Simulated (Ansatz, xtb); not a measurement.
# Isomers of C5H6Cl2Si in order of energy

4 gas-phase structures of C5H6Cl2Si, from a drawn sample of its isomers (lower ones may exist). Each was relaxed with GFN2-xTB:

A. `C=C1C=C(CCl)[Si@@H]1Cl`, a singlet
B. `Cl[SiH2]C1=CC(Cl)=CC1`, a singlet
C. `C=C1C[Si@H](Cl)C=C1Cl`, a singlet
D. `Cl[SiH](Cl)C1=CC=CC1`, a singlet

Question: Make a reasoned guess at their ranking by r2SCAN-D4/def2-SVP single-point energy.

Answer: Calculated order at r2SCAN-D4/def2-SVP: D (0.0), C (28.5), B (35.9), A (55.0) kcal/mol.

Energies above the lowest of each column, in kcal/mol; the last columns are at B3LYP/def2-SVP geometries and were run for some of them only (a dash: not run or not comparable):

```
structure  GFN2-xTB  HF/STO-3G  r2SCAN-D4/def2-SVP  B3LYP/def2-SVP  CCSD(T)/def2-SVP + ΔMP2/def2-TZVPP
        D       0.0        0.0                 0.0             0.0                                 0.0
        C      31.3       28.1                28.5            30.0                                29.3
        B      20.0       33.6                35.9            36.2                                37.6
        A      57.8       60.7                55.0               –                                   –
```

Every level run on D puts it lowest or level with the lowest. Flexible structures stand in one conformer each, not always the lowest. Frequencies (GFN2-xTB) were run for B, C, D alone. ΔMP2 is the change of the MP2 energy from the smaller to the larger basis.

Over these structures GFN2-xTB departs from r2SCAN-D4/def2-SVP by 6.6 kcal/mol on average once a common shift is removed. A GFN2-xTB relaxation took about 0.12 s and the r2SCAN-D4/def2-SVP energy about 2.5 s on a shared host (Ansatz 0.2.0, xtb 6.7.1).
